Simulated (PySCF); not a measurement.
Computed IR spectrum (relative IR intensity) of a molecule C3H8O2Si. Geometry: PBE-D3(BJ)/def2-SVP. The values are those of a single conformer. Level of theory: PBE-D3(BJ)/def2-SVP run with PySCF 2.14.0. Frequencies are harmonic and unscaled.

ν (cm⁻¹): 270 (w), 296 (w), 337 (m), 405 (m), 521 (w), 659 (w), 729 (w), 785 (m), 818 (vs), 875 (s), 879 (m), 954 (w), 972 (w), 1011 (w), 1112 (vs), 1169 (m), 1226 (vw), 1367 (w), 1425 (w), 1621 (vw), 2181 (s), 2917 (m), 2988 (m), 3037 (w), 3046 (w), 3139 (vw), 3747 (m) (against the strongest line: vs over 80 %, s over 45 %, m over 15 %, w over 4 %, vw less)

Question: Which structure fits?
A) C[Si@@H]1OC[C@H]1O
B) C=C[SiH](O)OC
C) C1C[SiH2]OCO1
D) O[Si]1(O)CCC1

Answer: B, C=C[SiH](O)OC
